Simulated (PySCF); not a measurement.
HIOSn (SMILES [OH][Sn][I]), singlet, at a GFN2-xTB geometry (such geometries of metal compounds can be far from the true shape) (core potentials on I, Sn); PySCF with PBE0/def2-SVP, polarisability.

Input for PySCF:
```python
from pyscf import gto, scf, dft
from pyscf.prop import polarizability

mol = gto.Mole()
mol.atom = '''
    Sn    0.00223737   -0.96941399    0.83157350
    I     0.23370172    1.26131941   -0.73401605
    O    -1.33071078   -2.04604945   -0.20873231
    H    -1.85237357   -2.01083377   -1.00596569
'''
mol.basis = 'def2-svp'
mol.ecp = {'I': 'def2-svp', 'Sn': 'def2-svp'}
mol.verbose = 4
mol.build()

mf = dft.RKS(mol)
mf.xc = 'pbe0'
mf.kernel()
alpha = mf.Polarizability().polarizability()[2, 2]
print('alpha_zz =', alpha)
```

What the program printed (banner, timings and long lists left out):

```
site-packages/pyscf/prop/efg/rhf.py:45: UserWarning: Module EFG is under testing
  warnings.warn('Module EFG is under testing')
site-packages/pyscf/prop/efg/dhf.py:30: UserWarning: Module EFG is under testing
  warnings.warn('Module EFG is under testing')
site-packages/pyscf/prop/zfs/uhf.py:40: UserWarning: Module ZFS is under testing
  warnings.warn('Module ZFS is under testing')
site-packages/pyscf/prop/gtensor/uhf.py:43: UserWarning: Module g-tensor is under testing
  warnings.warn('Module g-tensor is under testing')
site-packages/pyscf/prop/gtensor/uks.py:41: UserWarning: Module g-tensor is under testing
  warnings.warn('Module g-tensor is under testing')
site-packages/pyscf/prop/hfc/uks.py:35: UserWarning: Module HFC is under testing
  warnings.warn('Module HFC is under testing')
site-packages/pyscf/prop/magnetizability/rhf.py:39: UserWarning: Module magnetizability is under testing
  warnings.warn('Module magnetizability is under testing')
site-packages/pyscf/prop/magnetizability/uhf.py:37: UserWarning: Module magnetizability is under testing
  warnings.warn('Module magnetizability is under testing')
site-packages/pyscf/prop/magnetizability/rks.py:37: UserWarning: Module magnetizability is under testing
  warnings.warn('Module magnetizability is under testing')
site-packages/pyscf/prop/magnetizability/uks.py:39: UserWarning: Module magnetizability is under testing
  warnings.warn('Module magnetizability is under testing')
site-packages/pyscf/prop/polarizability/uhf.py:34: UserWarning: Module polarizability is under testing
  warnings.warn('Module polarizability is under testing')
site-packages/pyscf/prop/polarizability/rks.py:29: UserWarning: Module polarizability is under testing
  warnings.warn('Module polarizability is under testing')
site-packages/pyscf/prop/polarizability/uks.py:29: UserWarning: Module polarizability is under testing
  warnings.warn('Module polarizability is under testing')
PySCF version 2.14.0

[INPUT] verbose = 4
[INPUT] num. atoms = 4
[INPUT] num. electrons = 56
[INPUT] charge = 0
[INPUT] spin (= nelec alpha-beta = 2S) = 0
[INPUT] symmetry False subgroup None
[INPUT] Mole.unit = angstrom
[INPUT] Symbol           X                Y                Z      unit          X                Y                Z       unit  Magmom
[INPUT]  1 Sn     0.002237370000  -0.969413990000   0.831573500000 AA    0.004228016539  -1.831926942422   1.571446167446 Bohr   0.0
[INPUT]  2 I      0.233701720000   1.261319410000  -0.734016050000 AA    0.441632245640   2.383548240498  -1.387089305535 Bohr   0.0
[INPUT]  3 O     -1.330710780000  -2.046049450000  -0.208732310000 AA   -2.514678925206  -3.866473097817  -0.394446899248 Bohr   0.0
[INPUT]  4 H     -1.852373570000  -2.010833770000  -1.005965690000 AA   -3.500478727683  -3.799925107327  -1.900999644809 Bohr   0.0

nuclear repulsion = 193.490584128866
number of shells = 29
number of NR pGTOs = 153
number of NR cGTOs = 71
basis = def2-svp
ecp = {'I': 'def2-svp', 'Sn': 'def2-svp'}

******** <class 'pyscf.dft.rks.RKS'> ********
method = RKS
initial guess = minao
damping factor = 0
level_shift factor = 0
DIIS = <class 'pyscf.scf.diis.CDIIS'>
diis_start_cycle = 1
diis_space = 8
diis_damp = 0
SCF conv_tol = 1e-09
SCF conv_tol_grad = None
SCF max_cycles = 50
direct_scf = True
direct_scf_tol = 1e-13
XC library pyscf.dft.libxc version 7.1.2
    S. Lehtola, C. Steigemann, M. J. T. Oliveira, and M. A. L. Marques,  SoftwareX 7, 1–5 (2018)
XC functionals = pbe0
    C. Adamo and V. Barone,  J. Chem. Phys. 110, 6158 (1999)
    M. Ernzerhof and G. E. Scuseria,  J. Chem. Phys. 110, 5029 (1999)
radial grids:
    Treutler-Ahlrichs [JCP 102, 346 (1995); DOI:10.1063/1.469408] (M4) radial grids

becke partition: Becke, JCP 88, 2547 (1988); DOI:10.1063/1.454033
pruning grids: <function nwchem_prune>
grids dens level: 3
symmetrized grids: False
atomic radii adjust function: <function treutler_atomic_radii_adjust>
small_rho_cutoff = 0
Set gradient conv threshold to 3.16228e-05
Initial guess from minao.
tot grids = 67808
init E= -533.467659229916
  HOMO = -1.12349991399198  LUMO = -1.04347320361697  gap/eV = 2.17764
cycle= 1 E= -583.733899324495  delta_E= -50.3  |g|=  4.4  |ddm|=   11
  HOMO = 0.0218992129616211  LUMO = 0.0643781307198381  gap/eV = 1.15591
cycle= 2 E= -573.408872483621  delta_E= 10.3  |g|= 6.09  |ddm|= 11.5
  HOMO = -0.0687292448994525  LUMO = 0.0412033897571182  gap/eV = 2.99142
cycle= 3 E= -585.968158578702  delta_E= -12.6  |g|= 2.42  |ddm|= 8.52
  HOMO = -0.268032533000579  LUMO = -0.142123677253171  gap/eV = 3.42615
cycle= 4 E= -587.14886931713  delta_E= -1.18  |g|= 1.72  |ddm|= 3.59
  HOMO = -0.168822688646845  LUMO = -0.101555856503019  gap/eV = 1.83042
cycle= 5 E= -587.429491449825  delta_E= -0.281  |g|= 0.854  |ddm|= 1.64
  HOMO = -0.258328264786432  LUMO = -0.0670109632232503  gap/eV = 5.20601
cycle= 6 E= -587.714800897234  delta_E= -0.285  |g|= 0.405  |ddm|= 1.89
  HOMO = -0.27001550127602  LUMO = -0.105833424106944  gap/eV = 4.46762
cycle= 7 E= -587.774204741584  delta_E= -0.0594  |g|= 0.102  |ddm|= 0.805
  HOMO = -0.264703567748274  LUMO = -0.0954593209711057  gap/eV = 4.60537
cycle= 8 E= -587.77698936097  delta_E= -0.00278  |g|= 0.0235  |ddm|= 0.122
  HOMO = -0.266354374237694  LUMO = -0.0955219713732589  gap/eV = 4.64859
cycle= 9 E= -587.777148652931  delta_E= -0.000159  |g|= 0.00509  |ddm|= 0.0307
  HOMO = -0.266430857029713  LUMO = -0.0951642717309475  gap/eV = 4.66040
cycle= 10 E= -587.777158644481  delta_E= -9.99e-06  |g|= 0.000789  |ddm|= 0.00827
  HOMO = -0.266474651226238  LUMO = -0.0952057788952523  gap/eV = 4.66046
cycle= 11 E= -587.777158945161  delta_E= -3.01e-07  |g|= 0.000126  |ddm|= 0.00166
  HOMO = -0.266463859374146  LUMO = -0.0952025580266564  gap/eV = 4.66026
cycle= 12 E= -587.777158951877  delta_E= -6.72e-09  |g|= 3.1e-05  |ddm|= 0.000263
  HOMO = -0.266461555515715  LUMO = -0.0952050306073957  gap/eV = 4.66013
cycle= 13 E= -587.777158952389  delta_E= -5.12e-10  |g|= 7.87e-06  |ddm|= 8.24e-05
  HOMO = -0.266462156790413  LUMO = -0.0952056072501044  gap/eV = 4.66013
Extra cycle  E= -587.777158952409  delta_E= -1.98e-11  |g|= 5.43e-06  |ddm|= 1.89e-05
converged SCF energy = -587.777158952409
Isotropic polarizability 66.0597856865
Polarizability anisotropy 31.1483151426
alpha_zz = 64.06945615098192
```
